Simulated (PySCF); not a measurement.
O₂Si, singlet, at a GFN2-xTB geometry; PBE/aug-cc-pVDZ, polarisability by finite fields run with PySCF.

Input for PySCF:
```python
from pyscf import gto, scf, dft

mol = gto.Mole()
mol.atom = '''
    O    -0.00000000   -0.00000000   -1.49108362
    Si    0.00000000    0.00000000    0.00000000
    O     0.00000000    0.00000000    1.49108362
'''
mol.basis = 'aug-cc-pvdz'
mol.verbose = 4
mol.build()

mf = dft.RKS(mol)
mf.xc = 'pbe'
mf.conv_tol = 1e-11
mf.kernel()
h0, z, done = mf.get_hcore(), mol.intor('int1e_r')[2], []
def energy(F):
    f = mf.copy()
    f.scf_summary = {}
    f.get_hcore = lambda *a: h0 + F * z
    e = f.kernel(mf.make_rdm1())
    done.append(f.converged)
    return e
F = 2e-4
alpha = -(energy(F) + energy(-F) - 2 * mf.e_tot) / F**2
print('alpha_zz =', alpha)
```

**Question.** Write the output that PySCF gives for this input, abridged.

**Answer.** 
```
PySCF version 2.14.0

[INPUT] verbose = 4
[INPUT] num. atoms = 3
[INPUT] num. electrons = 30
[INPUT] charge = 0
[INPUT] spin (= nelec alpha-beta = 2S) = 0
[INPUT] symmetry False subgroup None
[INPUT] Mole.unit = angstrom
[INPUT] Symbol           X                Y                Z      unit          X                Y                Z       unit  Magmom
[INPUT]  1 O      0.000000000000   0.000000000000  -1.491083620000 AA    0.000000000000   0.000000000000  -2.817739670625 Bohr   0.0
[INPUT]  2 Si     0.000000000000   0.000000000000   0.000000000000 AA    0.000000000000   0.000000000000   0.000000000000 Bohr   0.0
[INPUT]  3 O      0.000000000000   0.000000000000   1.491083620000 AA    0.000000000000   0.000000000000   2.817739670625 Bohr   0.0

nuclear repulsion = 90.852963695973
number of shells = 24
number of NR pGTOs = 120
number of NR cGTOs = 73
basis = aug-cc-pvdz
ecp = {}

******** <class 'pyscf.dft.rks.RKS'> ********
method = RKS
initial guess = minao
damping factor = 0
level_shift factor = 0
DIIS = <class 'pyscf.scf.diis.CDIIS'>
diis_start_cycle = 1
diis_space = 8
diis_damp = 0
SCF conv_tol = 1e-11
SCF conv_tol_grad = None
SCF max_cycles = 50
direct_scf = True
direct_scf_tol = 1e-13
XC library pyscf.dft.libxc version 7.1.2
    S. Lehtola, C. Steigemann, M. J. T. Oliveira, and M. A. L. Marques,  SoftwareX 7, 1–5 (2018)
XC functionals = pbe
    J. P. Perdew, K. Burke, and M. Ernzerhof,  Phys. Rev. Lett. 77, 3865 (1996)
    J. P. Perdew, K. Burke, and M. Ernzerhof,  Phys. Rev. Lett. 78, 1396 (1997)
    J. P. Perdew, K. Burke, and M. Ernzerhof,  Phys. Rev. Lett. 77, 3865 (1996)
    J. P. Perdew, K. Burke, and M. Ernzerhof,  Phys. Rev. Lett. 78, 1396 (1997)
radial grids:
    Treutler-Ahlrichs [JCP 102, 346 (1995); DOI:10.1063/1.469408] (M4) radial grids

becke partition: Becke, JCP 88, 2547 (1988); DOI:10.1063/1.454033
pruning grids: <function nwchem_prune>
grids dens level: 3
symmetrized grids: False
atomic radii adjust function: <function treutler_atomic_radii_adjust>
small_rho_cutoff = 0
Set gradient conv threshold to 3.16228e-06
Initial guess from minao.
tot grids = 47344
init E= -439.989443914543
  HOMO = -0.427908945708229  LUMO = -0.175113692851882  gap/eV = 6.87891
cycle= 1 E= -439.25043805597  delta_E= 0.739  |g|= 1.36  |ddm|= 2.42
  HOMO = -0.105926770330168  LUMO = -0.061855018665157  gap/eV = 1.19925
cycle= 2 E= -436.431106718475  delta_E= 2.82  |g|= 3.52  |ddm|= 3.55
  HOMO = -0.318200296310956  LUMO = -0.144053196740349  gap/eV = 4.73878
cycle= 3 E= -439.645521303672  delta_E= -3.21  |g|= 0.177  |ddm|=  2.9
  HOMO = -0.314664269062188  LUMO = -0.161269302427443  gap/eV = 4.17409
cycle= 4 E= -439.654264741094  delta_E= -0.00874  |g|= 0.0638  |ddm|= 0.275
  HOMO = -0.30864059954422  LUMO = -0.153643260486628  gap/eV = 4.21769
cycle= 5 E= -439.655304569452  delta_E= -0.00104  |g|= 0.0157  |ddm|= 0.0838
  HOMO = -0.310450886490409  LUMO = -0.154869894342659  gap/eV = 4.23357
cycle= 6 E= -439.655353793769  delta_E= -4.92e-05  |g|= 0.00322  |ddm|= 0.0139
  HOMO = -0.310666331530864  LUMO = -0.154991202160652  gap/eV = 4.23614
cycle= 7 E= -439.655355754217  delta_E= -1.96e-06  |g|= 0.000757  |ddm|= 0.00196
  HOMO = -0.31068571662297  LUMO = -0.154982039760081  gap/eV = 4.23691
cycle= 8 E= -439.655355876511  delta_E= -1.22e-07  |g|= 8.78e-05  |ddm|= 0.000595
  HOMO = -0.310691888651914  LUMO = -0.154984714939934  gap/eV = 4.23701
cycle= 9 E= -439.655355878053  delta_E= -1.54e-09  |g|= 4.86e-06  |ddm|= 5.45e-05
  HOMO = -0.310692599146699  LUMO = -0.154985184861799  gap/eV = 4.23701
cycle= 10 E= -439.655355878058  delta_E= -5.23e-12  |g|= 2.78e-08  |ddm|= 3.61e-06
  HOMO = -0.310692590866403  LUMO = -0.154985173827821  gap/eV = 4.23701
Extra cycle  E= -439.655355878057  delta_E= 6.82e-13  |g|= 4.86e-08  |ddm|= 1.03e-07
converged SCF energy = -439.655355878057

******** <class 'pyscf.dft.rks.RKS'> ********
method = RKS
initial guess = minao
damping factor = 0
level_shift factor = 0
DIIS = <class 'pyscf.scf.diis.CDIIS'>
diis_start_cycle = 1
diis_space = 8
diis_damp = 0
SCF conv_tol = 1e-11
SCF conv_tol_grad = None
SCF max_cycles = 50
direct_scf = True
direct_scf_tol = 1e-13
XC library pyscf.dft.libxc version 7.1.2
    S. Lehtola, C. Steigemann, M. J. T. Oliveira, and M. A. L. Marques,  SoftwareX 7, 1–5 (2018)
XC functionals = pbe
    J. P. Perdew, K. Burke, and M. Ernzerhof,  Phys. Rev. Lett. 77, 3865 (1996)
    J. P. Perdew, K. Burke, and M. Ernzerhof,  Phys. Rev. Lett. 78, 1396 (1997)
    J. P. Perdew, K. Burke, and M. Ernzerhof,  Phys. Rev. Lett. 77, 3865 (1996)
    J. P. Perdew, K. Burke, and M. Ernzerhof,  Phys. Rev. Lett. 78, 1396 (1997)
radial grids:
    Treutler-Ahlrichs [JCP 102, 346 (1995); DOI:10.1063/1.469408] (M4) radial grids

becke partition: Becke, JCP 88, 2547 (1988); DOI:10.1063/1.454033
pruning grids: <function nwchem_prune>
grids dens level: 3
symmetrized grids: False
atomic radii adjust function: <function treutler_atomic_radii_adjust>
small_rho_cutoff = 0
Overwritten attributes  get_hcore  of <class 'pyscf.dft.rks.RKS'>
Set gradient conv threshold to 3.16228e-06
init E= -439.655355878065
  HOMO = -0.310687298962424  LUMO = -0.154985200273346  gap/eV = 4.23687
cycle= 1 E= -439.65535222674  delta_E= 3.65e-06  |g|= 0.00438  |ddm|= 0.0055
  HOMO = -0.310676777201106  LUMO = -0.154984647447933  gap/eV = 4.23660
cycle= 2 E= -439.65527590089  delta_E= 7.63e-05  |g|= 0.0194  |ddm|= 0.0142
  HOMO = -0.310693876742549  LUMO = -0.154985719489057  gap/eV = 4.23703
cycle= 3 E= -439.65535661305  delta_E= -8.07e-05  |g|= 0.000539  |ddm|= 0.011
  HOMO = -0.310688863579096  LUMO = -0.154984893222175  gap/eV = 4.23692
cycle= 4 E= -439.655356685768  delta_E= -7.27e-08  |g|= 7.46e-05  |ddm|= 0.000378
  HOMO = -0.310693468661363  LUMO = -0.154985890899672  gap/eV = 4.23702
cycle= 5 E= -439.655356686769  delta_E= -1e-09  |g|= 3.33e-05  |ddm|= 5.53e-05
  HOMO = -0.310691931490983  LUMO = -0.154985492331147  gap/eV = 4.23699
cycle= 6 E= -439.655356687016  delta_E= -2.47e-10  |g|= 1.6e-06  |ddm|= 2.43e-05
  HOMO = -0.310691964016636  LUMO = -0.154985513493485  gap/eV = 4.23699
cycle= 7 E= -439.655356687018  delta_E= -1.93e-12  |g|= 6.65e-08  |ddm|= 1.21e-06
  HOMO = -0.310691966265751  LUMO = -0.154985505345738  gap/eV = 4.23699
Extra cycle  E= -439.655356687016  delta_E= 1.71e-12  |g|= 1.84e-07  |ddm|= 1.9e-07
converged SCF energy = -439.655356687016

******** <class 'pyscf.dft.rks.RKS'> ********
method = RKS
initial guess = minao
damping factor = 0
level_shift factor = 0
DIIS = <class 'pyscf.scf.diis.CDIIS'>
diis_start_cycle = 1
diis_space = 8
diis_damp = 0
SCF conv_tol = 1e-11
SCF conv_tol_grad = None
SCF max_cycles = 50
direct_scf = True
direct_scf_tol = 1e-13
XC library pyscf.dft.libxc version 7.1.2
    S. Lehtola, C. Steigemann, M. J. T. Oliveira, and M. A. L. Marques,  SoftwareX 7, 1–5 (2018)
XC functionals = pbe
    J. P. Perdew, K. Burke, and M. Ernzerhof,  Phys. Rev. Lett. 77, 3865 (1996)
    J. P. Perdew, K. Burke, and M. Ernzerhof,  Phys. Rev. Lett. 78, 1396 (1997)
    J. P. Perdew, K. Burke, and M. Ernzerhof,  Phys. Rev. Lett. 77, 3865 (1996)
    J. P. Perdew, K. Burke, and M. Ernzerhof,  Phys. Rev. Lett. 78, 1396 (1997)
radial grids:
    Treutler-Ahlrichs [JCP 102, 346 (1995); DOI:10.1063/1.469408] (M4) radial grids

becke partition: Becke, JCP 88, 2547 (1988); DOI:10.1063/1.454033
pruning grids: <function nwchem_prune>
grids dens level: 3
symmetrized grids: False
atomic radii adjust function: <function treutler_atomic_radii_adjust>
small_rho_cutoff = 0
Set gradient conv threshold to 3.16228e-06
init E= -439.655355878052
  HOMO = -0.310687298817028  LUMO = -0.154985200266301  gap/eV = 4.23687
cycle= 1 E= -439.655352226511  delta_E= 3.65e-06  |g|= 0.00438  |ddm|= 0.0055
  HOMO = -0.310676776113251  LUMO = -0.154984647384685  gap/eV = 4.23660
cycle= 2 E= -439.655275896663  delta_E= 7.63e-05  |g|= 0.0194  |ddm|= 0.0142
  HOMO = -0.310693876826881  LUMO = -0.154985719497926  gap/eV = 4.23703
cycle= 3 E= -439.65535661305  delta_E= -8.07e-05  |g|= 0.000539  |ddm|= 0.011
  HOMO = -0.31068886341655  LUMO = -0.154984893190032  gap/eV = 4.23692
cycle= 4 E= -439.655356685767  delta_E= -7.27e-08  |g|= 7.46e-05  |ddm|= 0.000378
  HOMO = -0.310693468622799  LUMO = -0.154985890894542  gap/eV = 4.23702
cycle= 5 E= -439.655356686768  delta_E= -1e-09  |g|= 3.33e-05  |ddm|= 5.53e-05
  HOMO = -0.310691931489978  LUMO = -0.154985492330506  gap/eV = 4.23699
cycle= 6 E= -439.655356687016  delta_E= -2.48e-10  |g|= 1.6e-06  |ddm|= 2.43e-05
  HOMO = -0.310691964016758  LUMO = -0.154985513493775  gap/eV = 4.23699
cycle= 7 E= -439.655356687017  delta_E= -7.96e-13  |g|= 6.65e-08  |ddm|= 1.21e-06
  HOMO = -0.310691966266114  LUMO = -0.15498550534562  gap/eV = 4.23699
Extra cycle  E= -439.655356687017  delta_E= -6.82e-13  |g|= 1.84e-07  |ddm|= 1.9e-07
converged SCF energy = -439.655356687017
alpha_zz = 40.447991977998754
```
